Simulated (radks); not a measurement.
Task: Coherent X-ray form factor from a spherical all-electron density. All-electron calculation, scalar-relativistic Kohn-Sham, PBE, spin-polarised, spherical densities, point nucleus. Program: a radial shooting solver on a logarithmic mesh with Libxc functionals.

sin(theta)/lambda (1/angstrom)  f0 (electrons)
0.05                                    19.801
0.1                                     19.227
0.15                                    18.338
0.2                                     17.221
0.25                                    15.971
0.3                                     14.680
0.4                                     12.249
0.5                                     10.277
0.6                                      8.834
0.8                                      7.130
1                                        6.170
1.25                                     5.187
1.5                                      4.246
2                                        2.743

The species is in the configuration that NIST lists as its ground one. Which atom or ion scatters so?

Result: The chromium ion Cr4+, [Ar] 3d2. Extrapolating in s^2 from the first two rows gives f0(0) = 20.0, near the electron count 20; among species with that count, the fall with angle is slower the higher Z, and the table is that of Z = 24; from so few rows the species is fixed only to a neighbour or two.
